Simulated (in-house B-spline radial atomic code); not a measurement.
## Binding energies in the platinum ion Pt⁺

NIST's tabulated ground configuration is [Xe] 4f14 5d9; each binding energy is the energy of the ion with one electron taken from that subshell, relaxed, less that of the parent. All numbers are computed (Dirac-Kohn-Sham PBE0, spherical fractional occupations; Fermi nucleus of rms radius 5.427 fm) with an all-electron radial atomic-structure program (B-spline basis), not measured. Energies include first-order Breit, QED and recoil terms.

Caution: exact exchange at fractional occupations of open shells leaves self-interaction of up to several eV.

| subshell | X-ray name | binding energy (eV) | -ε (eV) | relaxation (eV) |
| --- | --- | --- | --- | --- |
| 1s | K | 78589 | 78439.6 | -519.9 |
| 2s | L1 | 13852.2 | 13815.1 | -88.9 |
| 2p1/2 | L2 | 13304.1 | 13237.1 | -117.0 |
| 2p3/2 | L3 | 11584.1 | 11507.5 | -108.0 |
| 3s | M1 | 3280.7 | 3268.0 | -23.3 |
| 3p1/2 | M2 | 3023.8 | 3008.3 | -25.4 |
| 3p3/2 | M3 | 2647 | 2626.7 | -26.1 |
| 3d3/2 | M4 | 2223 | 2194.7 | -32.0 |
| 3d5/2 | M5 | 2142.6 | 2112.6 | -32.4 |
| 4s | N1 | 725.9 | 717.9 | -10.4 |
| 4p1/2 | N2 | 615.6 | 607.3 | -10.4 |
| 4p3/2 | N3 | 526.5 | 516.1 | -11.4 |
| 4d3/2 | N4 | 345.5 | 334.8 | -11.2 |
| 4d5/2 | N5 | 329.1 | 317.8 | -11.6 |
| 5s | O1 | 120.5 | 114.7 | -6.2 |
| 4f5/2 | N6 | 96.86 | 85.67 | -11.00 |
| 4f7/2 | N7 | 93.65 | 82.17 | -11.17 |
| 5p1/2 | O2 | 84.67 | 78.99 | -5.98 |
| 5p3/2 | O3 | 70.16 | 63.93 | -6.36 |
| 5d | O4,5 | 21.16 | 15.57 | -5.59 |

Relaxation = -ε minus the binding energy without Breit, QED and recoil terms. With a density functional, K lines can miss by some tenths of a per cent, more in light atoms. For a density functional the relaxation so defined is negative, because -ε of a Kohn-Sham level is smaller than the binding energy.

Emission lines follow as differences of binding energies, with λ = 12398.42 eV·Å / E:

```tsv
line	holes	energy (eV)	wavelength (Å)
K-L3	1s → 2p3/2	67004.9	0.18504
K-L2	1s → 2p1/2	65284.9	0.18991
K-M3	1s → 3p3/2	75942.0	0.16326
L3-M5	2p3/2 → 3d5/2	9441.5	1.3132
L2-M4	2p1/2 → 3d3/2	11081.1	1.1189
L1-M3	2s → 3p3/2	11205.2	1.1065
L3-M1	2p3/2 → 3s	8303.4	1.4932
L2-N4	2p1/2 → 4d3/2	12958.6	0.95677
M5-N7	3d5/2 → 4f7/2	2048.9	6.0511
M4-N6	3d3/2 → 4f5/2	2126.1	5.8314
```

Question: What screening constant σ does Moseley's law, E = (3/4)·13.6057 eV·(Z - σ)², need for K-L3?

Answer: σ = -3.03.

Moseley's non-relativistic formula needs a falling, then negative, screening constant for heavy elements, because relativity binds the 1s electron more strongly than the formula allows.

Question: What does it cost to remove both a 3s and a 3d5/2 electron?

Answer: 5490 eV, which is 66.7 eV more than the two single binding energies together.

Question: What does it cost to remove both a 3p1/2 and a 4d5/2 electron?

Answer: 3384.3 eV, which is 31.32 eV more than the two single binding energies together.

Question: What does it cost to remove both a 3p1/2 and a 5d electron?

Answer: 3059.1 eV, which is 14.13 eV more than the two single binding energies together.
